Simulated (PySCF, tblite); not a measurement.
C₈H₁₃PS.
Numbering: `[CH3:1][c:2]1[p:3][cH:4][s:5][c:6]1[C:7]([CH3:8])([CH3:9])[CH3:10]` (hydrogens: H11, H12, H13 on C1; H14 on C4; H15, H16, H17 on C8; H18, H19, H20 on C9; H21, H22, H23 on C10)

The geometry is computed with GFN2-xTB (gas phase).

**Question.** Give the optimised bond lengths and angles.

**Answer.** 
```
                   bond  length (Å)
                  C1–C2       1.503
                  C2–P3       1.785
                  P3–C4       1.698
                  C4–S5       1.707
                  S5–C6       1.739
                  C6–C7       1.517
   C7–C8, C7–C9, C7–C10       1.535
                  C2–C6       1.363
 C1–H11, C1–H12, C1–H13       1.089
                 C4–H14       1.075
C8–H15 and 8 like bonds       1.087
```

Bonds in one row agree within 0.01 Å and their mean is given. A selection of angles:
```
     angle  degrees
 C2–C1–H11    109.1
 C2–C1–H12    112.1
H11–C1–H12    108.2
H12–C1–H13    108.7
  C1–C2–P3    116.0
  C1–C2–C6    126.4
  P3–C2–C6    117.5
  C2–P3–C4     93.6
  P3–C4–S5    117.8
 P3–C4–H14    125.4
 S5–C4–H14    116.7
  C4–S5–C6     96.3
  S5–C6–C7    116.3
  C2–C6–S5    114.7
  C2–C6–C7    128.9
  C6–C7–C8    111.5
  C6–C7–C9    108.8
  C8–C7–C9    110.3
 C8–C7–C10    107.6
 C7–C8–H15    109.4
 C7–C8–H16    112.0
H15–C8–H16    107.8
H16–C8–H17    108.8
```

Torsions: S5–C6–C7–C8 -134° (anticlinal). The mirror-image conformer, all signs reversed, is as good.

The 2 C–S bonds span 1.707 Å (C4–S5, aromatic) to 1.739 Å (S5–C6, aromatic), a spread of 0.032 Å. The 2 C–P bonds span 1.698 Å (P3–C4, aromatic) to 1.785 Å (C2–P3, aromatic), a spread of 0.087 Å. Of the pairs four or more bonds apart, S5···H21 is among the closest relative to their van der Waals radii: 2.59 Å, 86 % of the sum of Bondi's values. S5 (thiophene-type sulfur) is bent (angle 96.3°). The 6 C–C bonds span 1.363 Å (C2–C6, aromatic) to 1.536 Å (C7–C9, drawn single), a spread of 0.173 Å. The 5-membered ring C2–P3–C4–S5–C6 has internal angles of 93.6° to 117.8°; it is planar, 0.00 Å rms from its mean plane, widest ring torsion 1°.

Point group: C1 (no symmetry element, even within 0.4 Å). Its GFN2-xTB frequencies are all real (lowest 49 cm⁻¹).
